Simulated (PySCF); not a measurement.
# Correlation energy of Gd⁴⁹⁺ (gadolinium, charge +49)

[Ne] 3s2 3p3, high-spin 4S determinant. Computed with PySCF 2.14 in an uncontracted even-tempered set (16 s from 11 bohr⁻², ratio 2.5; 10 p from 15 bohr⁻², ratio 2.5; 4 d from 58 bohr⁻², ratio 2.7; 4 f from 87 bohr⁻², ratio 2.7), with no relativity, point nucleus. Frozen: 1s2; 13 electrons correlated; the 17 highest virtual orbitals of each spin left out.

| level | correlation energy (mhartree) |
| --- | --- |
| CCSD | -524.09 |
| (T) | -0.81 |
| CCSD(T) | -524.90 |

Diagnostics: T1 = 0.00021, D1 = 0.0006, largest double amplitude 0.022.

A non-relativistic calculation at this Z misses sizeable relativistic shifts. Spin-orbit coupling is strong in this species (close to jj coupling), so the high-spin LS determinant is a model state, not a physical level.

Cost of the coupled-cluster step: roughly 30 core-seconds, for 13 correlated electrons.

Iterations:

```
CC2 = 0
CCSD nocc = (np.int64(8), np.int64(5)), nmo = (76, 76)
frozen orbitals [[0, 77, 78, 79, 80, 81, 82, 83, 84, 85, 86, 87, 88, 89, 90, 91, 92, 93], [0, 77, 78, 79, 80, 81, 82, 83, 84, 85, 86, 87, 88, 89, 90, 91, 92, 93]]
max_cycle = 100
direct = 0
conv_tol = 1e-08
conv_tol_normt = 1e-06
diis_space = 8
diis_start_cycle = 0
Init t2, MP2 energy = -0.506494365839422
Init E_corr(UCCSD) = -0.506494365839422
cycle = 1  E_corr(UCCSD) = -0.520560988868195  dE = -0.014066623  norm(t1,t2) = 0.00933781
cycle = 2  E_corr(UCCSD) = -0.523356249348445  dE = -0.00279526048  norm(t1,t2) = 0.00201631
cycle = 3  E_corr(UCCSD) = -0.524089219157201  dE = -0.000732969809  norm(t1,t2) = 0.000450613
cycle = 4  E_corr(UCCSD) = -0.524085185262545  dE = 4.03389466e-06  norm(t1,t2) = 1.13897e-05
cycle = 5  E_corr(UCCSD) = -0.524085187613294  dE = -2.35074926e-09  norm(t1,t2) = 6.17131e-08
UCCSD converged
E(UCCSD) = -8472.834993254763  E_corr = -0.5240851876132945
UCCSD(T) correction = -0.000810411095934046
```

At this charge a non-relativistic calculation is a model, useful for the Z dependence of the correlation energy.

Spin-orbit coupling is strong in this species, so the high-spin LS determinant is a model state.
